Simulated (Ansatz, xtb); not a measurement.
**Isomers of C2H10P2Si2 in order of energy**

3 gas-phase structures of C2H10P2Si2, from a drawn sample of its isomers (lower ones may exist). Each was relaxed with GFN2-xTB; where two conformers were screened, the lower at r2SCAN-D4/def2-SVP is listed:

A. `[SiH3]/C=C\[SiH](P)P`, a singlet
B. `P[Si@@H]1CC[SiH2]P1`, a singlet
C. `C[Si@H]1P[Si@H](C)P1`, a singlet

Task: Estimate their order in r2SCAN-D4/def2-SVP energy at these geometries, lowest first.

Result: Calculated order at r2SCAN-D4/def2-SVP: C (0.0), B (14.3), A (53.2) kcal/mol.

Energies above the lowest of each column, in kcal/mol; the last columns are at PBE-D3(BJ)/def2-SVP geometries:

```csv
structure,GFN2-xTB,HF/STO-3G,r2SCAN-D4/def2-SVP,PBE-D3(BJ)/def2-SVP,CCSD(T)/def2-SVP + ΔMP2/def2-TZVPP
C,3.8,0.0,0.0,0.0,0.0
B,0.0,1.6,14.3,13.9,14.8
A,28.7,61.1,53.2,52.7,50.5
```

CCSD(T)/def2-SVP + ΔMP2/def2-TZVPP puts C lowest; GFN2-xTB picks B. Flexible structures stand in one conformer each, not always the lowest. The ΔMP2 step shifts differences by up to 5.7 kcal/mol, which makes them less sure. ΔMP2 is the change of the MP2 energy from the smaller to the larger basis.

Programs: Ansatz 0.2.0, xtb 6.7.1.
